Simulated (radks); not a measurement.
Valence configurations of Pb I. All-electron calculation, scalar-relativistic Kohn-Sham, r2SCAN, spin-polarised, spherical densities, finite nucleus; open shells are filled with parallel spins first (spin-orbit coupling, left out, can overturn this in heavy ions); meta-GGA in the generalised Kohn-Sham scheme; Fermi nuclear charge, rms radius 5.5012 fm. Program: a radial shooting solver on a logarithmic mesh with Libxc functionals. Energies are relative to [Hg] 6p2; eigenvalues in eV for spin up.

| valence | E (eV) | moment (Bohr magnetons) | e(4f) | e(5d) | e(6p) | e(6s) |
|---|---|---|---|---|---|---|
| [Hg] 6p2 | 0.000 | 2 | -134.26 | -21.724 | -4.184 | -12.935 |
| [Xe] 4f14 5d10 6s1 6p3 | 6.375 | 4 | -135.65 | -23.221 | -5.217 | -14.522 |
| [Xe] 4f14 5d10 6p4 | 18.329 | 2 | -137.93 | -25.145 | -5.674 | - |
| [Xe] 4f14 5d9 6s2 6p3 | 18.545 | 4 | -140.21 | -26.450 | -5.512 | -15.310 |
| [Xe] 4f14 5d9 6s1.5 6p3.5 | 23.445 | 4 | -141.16 | -27.387 | -5.913 | -16.020 |
| [Xe] 4f14 5d8 6s2 6p4 | 42.010 | 4 | -146.56 | -31.401 | -6.420 | -17.291 |
| [Xe] 4f13 5d10 6s2 6p3 | 138.46 | 4 | -154.35 | -27.843 | -5.530 | -15.388 |
| [Xe] 4f13 5d10 6p5 | 160.64 | 2 | -158.10 | -31.228 | -6.414 | - |
| [Xe] 4f12 5d10 6s2 6p4 | 296.69 | 4 | -175.45 | -34.442 | -6.460 | -17.472 |

NIST lists [Hg] 6p2 as the ground configuration; this level of theory agrees among the configurations tried. The energies are those of spherical high-spin densities, not of single terms.
